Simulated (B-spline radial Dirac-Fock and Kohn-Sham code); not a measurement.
**I⁺ in Watson spheres of different radius**

Calculated with a radial atomic solver, using relaxed Dirac-Fock hole states (ΔSCF) with Breit and QED corrections and a finite nucleus. The ion, [Kr] 4d10 5s2 5p4, sits in a hollow sphere of charge Q = -1, a simple model of the Madelung potential. Inside the sphere an electron's potential energy is raised by the constant 14.40·|Q|/R eV, so binding energies fall by about that much as long as the orbitals stay inside.

| radius (Å) | 14.40 |Q|/R (eV) | 1s (eV) | 2s (eV) | 2p1/2 (eV) | 2p3/2 (eV) | 3s (eV) | 3p1/2 (eV) | 3p3/2 (eV) | 3d3/2 (eV) | 3d5/2 (eV) | 4s (eV) | 4p1/2 (eV) | 4d3/2 (eV) | 4d5/2 (eV) | 5s (eV) | 5p (eV) |
| --- | --- | --- | --- | --- | --- | --- | --- | --- | --- | --- | --- | --- | --- | --- | --- | --- |
| 1.8 | 8.00 | 33179.6 | 5206.2 | 4864.4 | 4569.5 | 1087.0 | 945.7 | 888.9 | 642.5 | 631.0 | 207.3 | 156.2 | 61.34 | 59.65 | 23.75 | 11.32 |
| 3 | 4.80 | 33182.4 | 5209.1 | 4867.2 | 4572.4 | 1089.9 | 948.5 | 891.8 | 645.4 | 633.9 | 210.2 | 159.1 | 64.22 | 62.52 | 26.69 | 14.21 |

From the smallest to the largest radius 1s moves by +2.8 eV, while the constant potential alone would give +3.2 eV; the difference comes from charge outside the sphere and its screening.
